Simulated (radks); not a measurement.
Results of a calculation; reference values are marked as such.
Excited configurations of Pm: one electron is placed in a higher orbital outside [Xe] 4f5 6s1. The ground configuration is [Xe] 4f5 6s2. Level of theory: scalar-relativistic Kohn-Sham, BLYP, spin-unpolarised, spherical densities, finite nucleus; Fermi nuclear charge, rms radius 4.962 fm (a radial shooting solver on a logarithmic mesh with Libxc functionals). Excitation = E - E(ground); binding = E(ion) - E, where the ion is the core of charge +1; n* = 1/sqrt(2 binding) in atomic units, and the quantum defect is n - n*.

outer orbital  excitation (eV)  binding (eV)     n*  quantum defect  eigenvalue (eV)  <r> (bohr)
5d                       1.879         3.931  1.860           3.140           -1.100       3.722
6p                       2.437         3.373  2.008           3.992           -1.603       5.901
6d                       4.435         1.376  3.145           2.855           -0.570       11.84
7p                       4.295         1.516  2.996           4.004           -0.831       13.17
7f                       5.293         0.517  5.129           1.871           -0.305       41.51

The Delta-SCF ionisation energy is 5.810 eV (NIST Atomic Spectra Database: 5.582 eV, measured). Self-interaction in the functional shifts the binding energies and quantum defects, so they are the method's values and not measured ones. Spin polarisation and multiplet splitting are left out, so open shells lie too high by an amount that depends on their filling. Spin-orbit splitting is averaged out at the scalar-relativistic level.

Beside tabulated values, note that spin-unpolarised runs miss the spin-polarisation part of the exchange energy of open shells.
